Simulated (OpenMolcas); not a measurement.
**neutral phosphorus: input and output**

Input:

```
&GATEWAY
Coord
1

P 0.0 0.0 0.0
Basis=ANO-RCC-VQZP
Group=XYZ
NoMove
AngMom=0.0 0.0 0.0
AMFI
&SEWARD
Relativistic=R04O02
* reference wave functions (RASSCF and RASSI steps not shown): 3 electrons in 3 orbitals (3p)
>>> COPY JOB001 $Project.JobIph
&CASPT2
Multistate=1 1
Frozen=1 0
IPEA=0.6
Sig1=0.3
MaxIter=60
WThr=0.0 0.3 0.05
PrWF=0.5
NoMix
>>> COPY JOB002 $Project.JobIph
&CASPT2
Multistate=8 1 2 3 4 5 6 7 8
NoMult
Frozen=1 0
IPEA=0.6
Sig1=0.3
MaxIter=60
WThr=0.0 0.3 0.05
PrWF=0.5
NoMix
```

Launched by
```bash
OMP_NUM_THREADS=1 MOLCAS_MEM=2252 MOLCAS_PROJECT=a pymolcas a.inp > a.log  # once for each step of the input, in one work folder
```

Output, cut to the results:

```
--- CASPT2 ---
Orbital specifications:
      -----------------------

      Symmetry species                           1   2
                                                ag  au
      Frozen orbitals                            1   0
      Inactive orbitals                          2   3
      Active orbitals                            0   3
      Secondary orbitals                        27  23
      Deleted orbitals                           0   0
      Number of basis functions                 30  29
Type of calculation                        SS-CASPT2
      Fock operator                              state-specific
      IPEA shift                                 0.60
      Real shift                                 0.00
      Imaginary shift                            0.00
      Sigma^1 regularizer                        0.30
      The input orbitals will be transformed to quasi-canonical
Reference energy:        -341.5354422917
      E2 (Non-variational):      -0.1191699319
      Shift correction:          -0.0001044399
      E2 (Variational):          -0.1192743718
      Total energy:            -341.6547166635
      Residual norm:              0.0000000396
      Reference weight:           0.96594
      Contributions to the CASPT2 correlation energy
      Active & Virtual Only:         -0.0168554133
      One Inactive Excited:          -0.0555257855
      Two Inactive Excited:          -0.0467887332
::    CASPT2 Root  1     Total energy:   -341.65471666
--- CASPT2 ---
Orbital specifications:
      -----------------------

      Symmetry species                           1   2
                                                ag  au
      Frozen orbitals                            1   0
      Inactive orbitals                          2   3
      Active orbitals                            0   3
      Secondary orbitals                        27  23
      Deleted orbitals                           0   0
      Number of basis functions                 30  29
Type of calculation                        SS-CASPT2
      Fock operator                              state-specific
      IPEA shift                                 0.60
      Real shift                                 0.00
      Imaginary shift                            0.00
      Sigma^1 regularizer                        0.30
      The input orbitals will be transformed to quasi-canonical
Reference energy:        -341.4654778462
      E2 (Non-variational):      -0.1369657100
      Shift correction:          -0.0003398961
      E2 (Variational):          -0.1373056061
      Total energy:            -341.6027834524
      Residual norm:              0.0000007524
      Reference weight:           0.95446
      Contributions to the CASPT2 correlation energy
      Active & Virtual Only:         -0.0291173801
      One Inactive Excited:          -0.0603410902
      Two Inactive Excited:          -0.0475072397
Reference energy:        -341.4654778462
      E2 (Non-variational):      -0.1373266024
      Shift correction:          -0.0003646213
      E2 (Variational):          -0.1376912237
      Total energy:            -341.6031690699
      Residual norm:              0.0000007647
      Reference weight:           0.95391
      Contributions to the CASPT2 correlation energy
      Active & Virtual Only:         -0.0291875641
      One Inactive Excited:          -0.0606316780
      Two Inactive Excited:          -0.0475073603
::    CASPT2 Root  1     Total energy:   -341.60278345
::    CASPT2 Root  2     Total energy:   -341.60316907
::    CASPT2 Root  3     Total energy:   -341.60310906
::    CASPT2 Root  4     Total energy:   -341.60254256
::    CASPT2 Root  5     Total energy:   -341.60357970
::    CASPT2 Root  6     Total energy:   -341.56545734
::    CASPT2 Root  7     Total energy:   -341.56524867
::    CASPT2 Root  8     Total energy:   -341.56535244
```

Levels above the lowest, from the spin-orbit matrix with the single-state CASPT2 energies, averaged by term, on its diagonal:

```
Configuration  Term    J  E (cm⁻¹)  Measured (cm⁻¹)      g  Term weight %
      3s² 3p³   ⁴S°  3/2       0.0              0.0  2.002            100
      3s² 3p³   ²D°  3/2     11340            11361  0.800            100
      3s² 3p³   ²D°  5/2     11350            11377  1.200            100
      3s² 3p³   ²P°  1/2     19620            18723  0.666            100
      3s² 3p³   ²P°  3/2     19630            18748  1.334            100
```

Against the 4 measured excited levels shown (NIST Handbook of Basic Atomic Spectroscopic Data) the mean absolute deviation is 460 cm-1; the largest miss in energy is 3s² 3p³ ²P°_1/2: computed 19620, measured 18723 cm⁻¹ (+4.8 %).

CASPT2 breaks the degeneracy within a term, and the mean is taken; among the terms shown or strongly mixed into the levels shown the widest spread is 230 cm-1 (3s² 3p³ ²D°). With the s shell closed, the reference lacks s² → p² mixing. Computed and measured levels are paired by configuration, term and J; levels that our copy of the source lacks, or whose pairing is in doubt (as where it misses far off the trend of its configuration), stay unpaired and out of the deviations. Only configurations of the active space appear.

The term weight is that of the spin-free term in the level, not the purity of its configuration. ° marks odd parity.
